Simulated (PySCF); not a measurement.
A structure optimised at PBE0-D3(BJ)/def2-SVP, used in a PySCF frequency run:

```xyz
17

C     -2.1120    -0.2685     1.0043
O     -1.6685     0.2842    -0.2035
C     -0.8308    -0.5287    -0.9576
C      0.5998    -0.5992    -0.4446
C      1.5026    -1.4218    -1.3293
O      1.1262     0.7602    -0.4251
C      1.0711     1.4238     0.6946
O      0.7394     1.0956     1.7862
H     -2.5694    -1.2652     0.8497
H     -2.8766     0.4070     1.4112
H     -1.3031    -0.3543     1.7514
H     -1.2242    -1.5645    -1.0294
H     -0.8103    -0.1075    -1.9759
H      0.6221    -0.9670     0.5937
H      1.5128    -1.0224    -2.3546
H      1.1542    -2.4647    -1.3654
H      2.5320    -1.4156    -0.9459
```
Charge 0, spin multiplicity 2.

Question: Write its SMILES and formula.

Answer: COCC(C)O[C]=O, C5H9O3

Question: What are its rotational constants (standard atomic weights)?

Answer: 2.3186, 1.9901, 1.2546 GHz
